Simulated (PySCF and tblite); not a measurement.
The numbers below are computed, except where a source is named.
C5H7BrO, numbered as in [Br:1][C@@H:2]1[CH:3]=[CH:4][O:5][CH2:6][CH2:7]1.

Free energies: PBE0-D3(BJ)/pcSseg-1 on GFN2-xTB structures plus GFN2-xTB thermal terms, symmetry and mirror images included. Conformers within 3 kcal/mol (GFN2-xTB free energy) were kept, 10 at most. Couplings: B3LYP/6-31G* with pcJ-1 on H (gas phase; spin-dipole term only for pairs with B, N, F, Si or P). Couplings are for ¹H. H–H couplings come out 0.1 to 0.9 Hz lower than with pcJ-1 on all atoms. Of two unlike H on one atom, a is the less shielded (PBE0/pcSseg-1). Codes: tblite and PySCF.

The 6-ring runs over atoms 2–3–4–5–6–7.

```json
{"conformer": "1", "shape": "6-ring half-chair (ring torsions 3, 12, -43, 60, -44, 15°)", "weight %": "98.5"}
{"conformer": "2", "shape": "6-ring half-chair (ring torsions -4, -8, 41, -61, 47, -18°)", "weight %": "1.6"}
```

(1) Give the couplings in each conformer and the averages at 298.15 K (pairs that fast motion interchanges averaged).

Spin–orbit effects of the heavy atoms on shieldings are missing.

Results:

(1) 
```tsv
coupling	pairs	1	2	average (Hz)
³J(H2,H3)	1	7.2	2.3	7.1
³J(H2,H7a)	1	4.6	7.3	4.6
³J(H2,H7b)	1	2.5	10.7	2.6
³J(H3,H4)	1	7.2	7.7	7.2
²J(H6a,H6b)	1	-12.1	-12.5	-12.1
³J(H6a,H7a)	1	13.4	2.8	13.3
³J(H6a,H7b)	1	2.7	4.6	2.8
³J(H6b,H7a)	1	4.4	2.2	4.3
³J(H6b,H7b)	1	2.6	13.4	2.8
²J(H7a,H7b)	1	-15.3	-13.6	-15.2
```
